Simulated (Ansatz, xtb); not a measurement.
**C2H6BrSn+: which of two isomers lies lower**

Structure I: `[CH3][Sn+]([CH3])[Br]`, a singlet. Structure II: `C[CH2][SnH+][Br]`, a singlet. Both are isolated ions in the gas phase, relaxed with B3LYP-D3(BJ)/def2-SVP, each in the lowest conformer that the search found.

Quicker runs give these differences E(II) − E(I): GFN2-xTB −9.7 kJ/mol; HF/STO-3G +124.0 kJ/mol (at GFN2-xTB geometries); r2SCAN-D4/def2-SVP +68.3 kJ/mol (at GFN2-xTB geometries).

Problem. Which of the two would you expect CCSD(T)/def2-SVP + ΔMP2/def2-TZVPP electronic energies to favour?

Solution. Structure I; the calculation gives E(II) − E(I) = +67.4 kJ/mol.

The same difference at several levels:

```
                             level               geometry  E(II) − E(I) (kJ/mol)  departure from the last row (kJ/mol)  job, with rough time for the two
                          GFN2-xTB               GFN2-xTB                    −9.7                                 −77.1              optimisation, 0.21 s
                         HF/STO-3G               GFN2-xTB                  +124.0                                 +56.7               single point, 1.1 s
                r2SCAN-D4/def2-SVP               GFN2-xTB                   +68.3                                  +1.0               single point, 4.1 s
             B3LYP-D3(BJ)/def2-SVP  B3LYP-D3(BJ)/def2-SVP                   +53.0                                 −14.4             optimisation, 2.1 min
                       HF/def2-SVP  B3LYP-D3(BJ)/def2-SVP                   +54.5                                 −12.9           part of the CCSD(T) run
                      MP2/def2-SVP  B3LYP-D3(BJ)/def2-SVP                   +56.3                                 −11.1           part of the CCSD(T) run
                  CCSD(T)/def2-SVP  B3LYP-D3(BJ)/def2-SVP                   +51.4                                 −15.9                      single point
CCSD(T)/def2-SVP + ΔMP2/def2-TZVPP  B3LYP-D3(BJ)/def2-SVP                   +67.4                                                      single point, 58 s
```

As drawn, II has 1 C–C, 1 Sn–H in place of 1 C–Sn, 1 C–H.

GFN2-xTB puts the two in the other order. The largest departure from CCSD(T)/def2-SVP + ΔMP2/def2-TZVPP is that of GFN2-xTB, 77.1 kJ/mol. The last row adds to CCSD(T) the change of the MP2 difference between the two basis sets, here +15.9 kJ/mol, a large step that makes the value less sure.

With harmonic frequencies from B3LYP-D3(BJ)/def2-SVP (ideal gas, rigid rotor, one conformer each, 298.15 K, 1 atm): on the last row, ΔE + ΔZPE = +65.8 kJ/mol. A mode under 50 cm⁻¹ makes harmonic enthalpies and free energies unreliable, so none is given.

The correlated steps freeze 15 core orbitals; the filled d shell of Br and Sn is correlated, in a basis made for valence electrons. Atoms past krypton carry core potentials in the def2 sets, other sets are all-electron and non-relativistic, and no spin–orbit term is included. Programs: Ansatz 0.2.0, xtb 6.7.1; the last row on 2 threads of Arm Neoverse V2 on a shared host.
